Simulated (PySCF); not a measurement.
# J couplings in i-PeOMe

Molfile (atoms numbered from 1):
```
C6H14O
     RDKit          3D

 21 20  0  0  0  0  0  0  0  0999 V2000
    2.7880   -0.5186    0.0622 C   0  0  0  0  0  0  0  0  0  0  0  0
    1.4786   -0.4407   -0.3984 O   0  0  0  0  0  0  0  0  0  0  0  0
    0.8318   -1.6790   -0.4598 C   0  0  0  0  0  0  0  0  0  0  0  0
   -0.5851   -1.4793   -0.9525 C   0  0  0  0  0  0  0  0  0  0  0  0
   -1.4260   -0.5065   -0.1231 C   0  0  0  0  0  0  0  0  0  0  0  0
   -1.5771   -0.9549    1.3257 C   0  0  0  0  0  0  0  0  0  0  0  0
   -2.7867   -0.2947   -0.7752 C   0  0  0  0  0  0  0  0  0  0  0  0
    3.4339   -1.1154   -0.6137 H   0  0  0  0  0  0  0  0  0  0  0  0
    2.8481   -0.9735    1.0718 H   0  0  0  0  0  0  0  0  0  0  0  0
    3.1925    0.5024    0.1165 H   0  0  0  0  0  0  0  0  0  0  0  0
    0.8372   -2.1632    0.5401 H   0  0  0  0  0  0  0  0  0  0  0  0
    1.3737   -2.3685   -1.1414 H   0  0  0  0  0  0  0  0  0  0  0  0
   -1.0814   -2.4665   -0.9865 H   0  0  0  0  0  0  0  0  0  0  0  0
   -0.5416   -1.1145   -1.9930 H   0  0  0  0  0  0  0  0  0  0  0  0
   -0.8874    0.4573   -0.1237 H   0  0  0  0  0  0  0  0  0  0  0  0
   -2.0704   -1.9403    1.3872 H   0  0  0  0  0  0  0  0  0  0  0  0
   -0.6056   -1.0307    1.8371 H   0  0  0  0  0  0  0  0  0  0  0  0
   -2.1911   -0.2411    1.8970 H   0  0  0  0  0  0  0  0  0  0  0  0
   -3.3657   -1.2339   -0.7965 H   0  0  0  0  0  0  0  0  0  0  0  0
   -2.6859    0.0567   -1.8142 H   0  0  0  0  0  0  0  0  0  0  0  0
   -3.3837    0.4499   -0.2256 H   0  0  0  0  0  0  0  0  0  0  0  0
  1  2  1  0
  2  3  1  0
  3  4  1  0
  4  5  1  0
  5  6  1  0
  5  7  1  0
  1  8  1  0
  1  9  1  0
  1 10  1  0
  3 11  1  0
  3 12  1  0
  4 13  1  0
  4 14  1  0
  5 15  1  0
  6 16  1  0
  6 17  1  0
  6 18  1  0
  7 19  1  0
  7 20  1  0
  7 21  1  0
M  END
```

Indirect spin–spin couplings were computed at B3LYP/pcJ-1 (without the spin–dipole term) (PySCF 2.14) on a PBE0-D3(BJ)/def2-SVP structure, for the isolated molecule, without vibrational or relativistic corrections. Couplings are averaged over pairs made equivalent by symmetry, fast rotation or ring inversion, so a value needn't be that of the named pair in this geometry, while other rotamers aren't included; one pair stands for each set, and the list holds a selection of those of at least 0.8 Hz over up to four bonds, among pairs with at least one C or H atom (others weren't computed).

Isotopes: $^{13}$C, $^{1}$H, $^{17}$O. Couplings to quadrupolar nuclei such as 17O and 33S are rarely resolved in practice.

```
    pair  bonds  J (Hz)
  C1, O2      1       ?
  C1, H8      1   144.5
  O2, C3      1    22.6
  C3, C4      1    42.1
 C3, H11      1       ?
  C4, C5      1    35.9
 C4, H13      1   129.7
  C5, C6      1       ?
 C5, H15      1   133.4
 C6, H16      1   131.1
  C1, C3      2    -2.1
  O2, C4      2    -8.5
  O2, H8      2       ?
 C3, H13      2    -2.6
 C4, H11      2    -2.1
 C5, H13      2       ?
 C5, H16      2    -3.2
 C6, H15      2       ?
H11, H12      2       ?
 C1, H11      3     2.4
 O2, H13      3    -6.4
  C3, C6      3     3.0
  C3, H8      3       ?
 C3, H15      3     2.0
 C5, H11      3     4.7
H13, H15      3     8.2
```

Question: Estimate the withheld couplings, with signs.

Answer: 
- $^{1}J$(C1,O2) = 23.2 Hz (bond length 1.390 Å)
- $^{1}J$(C3,H11) = 141.7 Hz (bond length 1.111 Å, sp3 carbon)
- $^{1}J$(C5,C6) = 36.8 Hz (bond length 1.524 Å)
- $^{2}J$(O2,H8) = -6.8 Hz (mean over equivalent pairs that range from -14.2 to -2.9 Hz in this conformer)
- $^{2}J$(C5,H13) = -3.3 Hz (mean over equivalent pairs that range from -4.1 to -2.5 Hz in this conformer)
- $^{2}J$(C6,H15) = -3.2 Hz (angle at C5 108°)
- $^{2}J$(H11,H12) = -10.2 Hz (angle at C3 106°)
- $^{3}J$(C3,H8) = 6.1 Hz (mean over equivalent pairs that range from 2.0 to 13.3 Hz in this conformer)
